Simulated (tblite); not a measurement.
C5H8FNSi2.
Geometry (GFN2-xTB, Å), atoms numbered from 1 in this order:
```
atom  x, y, z in Å
C1    -2.6618    0.7112   -0.5193
C2    -1.4094    1.0631   -0.2459
C3    -0.3259    0.1309    0.0236
Si4   -0.7785   -1.6461    0.4859
F5     0.4449   -2.2757    1.3277
C6     0.9581    0.5680   -0.0527
Si7    2.5511   -0.4571    0.1440
C8     1.2292    1.9153   -0.3398
N9     1.5168    3.0068   -0.5598
H10   -3.4158    1.4473   -0.7402
H11   -2.9745   -0.3192   -0.5528
H12   -1.1397    2.1130   -0.2560
H13   -0.9149   -2.5151   -0.6760
H14   -1.8838   -1.6870    1.4319
H15    2.8059   -0.6453    1.5700
H16    3.6256    0.3191   -0.4770
H17    2.3658   -1.7174   -0.5735
```

Computed values, GFN2-xTB/tblite, gas phase, harmonic and unscaled. Errors from tens to a few hundred cm⁻¹ against measured bands are possible. Modes of hydrogen on silicon can be 10 to 20 % off. One conformer, not necessarily the lowest.

Harmonic wavenumbers (cm⁻¹): 30.9, 72.2, 93.2, 124.6, 142.0, 152.0, 175.1, 195.8, 201.9, 313.0, 338.7, 422.6, 482.4, 490.7, 506.8, 519.0, 545.2, 589.3, 603.7, 683.1, 736.8, 747.9, 754.1, 783.4, 798.7, 809.3, 842.9, 891.4, 975.2, 1006.3, 1093.7, 1212.5, 1298.6, 1403.4, 1541.1, 1653.6, 2273.5, 2279.3, 2294.5, 2306.9, 2329.4, 2331.5, 3045.0, 3101.9, 3130.1.

A = 1262, B = 1073, C = 598.5 MHz; mass 157.018 u (most abundant isotopes); point group C1, symmetry number 1.

What is the zero-point energy?

½Σν̃ = 23162 cm⁻¹ = 66.22 kcal/mol.

Entropy at 500 K, 1 bar (ideal gas, RRHO, classical rotation)?

Translation 43.66, rotation 31.90, vibration 62.09: S = 137.7 cal/(mol K).

And Cp and H(500 K) − H(0)?

Cp = 61.14 cal/(mol K), of which vibrations give 53.19 (their classical limit is 45 R = 89.4); H(500 K) − H(0) = 19.28 kcal/mol without the zero-point energy, 15.30 from vibrations.

What must be added to the electronic energy to get the Gibbs energy at 500 K and 1 bar?

ZPE + [H(500 K) − H(0)] − T·S = 66.22 + 19.28 − 68.83 = 16.67 kcal/mol.

How do the functions run with temperature in this model?

```tsv
T (K)	S (cal/(mol K))	Cp (cal/(mol K))	H − H(0) (kcal/mol)	G − H(0) (kcal/mol)	ln q(vib)
100	74.5	22.5	1.49	-5.97	2.43
200	93.9	34.9	4.36	-14.43	5.94
300	110.3	46.0	8.43	-24.65	9.37
800	169.5	74.1	39.75	-95.84	24.38
1000	186.6	79.6	55.14	-131.50	29.38
```

q(vib) and H(0) count from the zero-point level.

Blend soft modes into free rotors: weight 1/[1 + (100 cm⁻¹/ν̃)⁴] for the oscillator and the rest for a rotor with moment μB/(μ + B), μ = h/(8π²ν), B = 10⁻⁴⁴ kg m². What vibrational entropy results?

57.45 cal/(mol K) in place of 62.09, which changes −T·S at 500 K by +2.32 kcal/mol.

Which modes carry the vibrational entropy at 500 K?

30.9 cm⁻¹: 6.80; 72.2 cm⁻¹: 5.11; 93.2 cm⁻¹: 4.61; 124.6 cm⁻¹: 4.04; 142.0 cm⁻¹: 3.78; 152.0 cm⁻¹: 3.65 cal/(mol K); the other 39 give 34.11 together.

Hindered rotation and anharmonicity are outside this model. Other conformers, if any are populated, would add a mixing term that is left out. The structure is chiral; the term R ln 2 for an equal mix with its mirror image is left out.
